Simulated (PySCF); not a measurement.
Mg(Cl)(SiH3) (ClH₃MgSi), SMILES [SiH3][Mg][Cl]. The structure is a stationary point at PBE0-D3(BJ)/def2-TZVP.

All values below come from PBE0-D3(BJ)/def2-TZVP (PySCF 2.14.0).

Harmonic wavenumbers (cm⁻¹): 87, 87, 262, 395, 395, 533, 842, 939, 939, 2186, 2197, 2197. Rotational constants (GHz): 87.43, 1.310, 1.310; symmetry number 3.

Work out the zero-point energy and the ideal-gas rigid-rotor harmonic-oscillator thermochemistry at 298.15 K and 1 atm.

ZPE = ½ Σ hcν = ½ × 11058 cm⁻¹ = 15.81 kcal/mol. H − E(el) = 20.05 kcal/mol. Entropy in cal/(mol K): translation 39.43, rotation 22.99, vibration 12.06, total 74.48. G − E(el) = -2.16 kcal/mol. Cp = 19.25 cal/(mol K). Modes under 150 cm⁻¹ make the vibrational entropy uncertain.
